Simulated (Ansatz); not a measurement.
System: sum formula NbO2Cl, charge 0, multiplicity 1. SMILES: [Cl][Nb](=[O])=[O]
Structure (B3LYP-D3(BJ)/def2-TZVP (Ansatz, a program for electronic structure) minimum search):
```xyz
4

Nb     0.2552     0.0114     0.3311
O      1.6675    -0.7496    -0.2726
O     -0.4929    -1.0963     1.4042
Cl    -1.1682     0.8412    -1.3312
```
Charge 0, spin multiplicity 1.

### Question
Give the harmonic wavenumbers at B3LYP-D3(BJ)/def2-TZVP (Ansatz, finite differences of forces, unscaled).

### Answer
141, 168, 324, 420, 968, 1013 cm⁻¹. Zero-point energy 4.3 kcal/mol.

### Question
From these and the geometry, give the ideal-gas thermochemistry at 298.15 K and 1 atm (rigid rotor, harmonic oscillator).

### Answer
Point group Cs, rotational symmetry number 1. Rotational constants 7.104, 2.514, 2.01 GHz. S(trans) 41.13, S(rot) 26.60, S(vib) 7.63, S(elec, spin only) 0.00, S 75.4 cal/(mol K). H(298) - H(0) 3.64 kcal/mol; G - E(el) -14.5 kcal/mol.
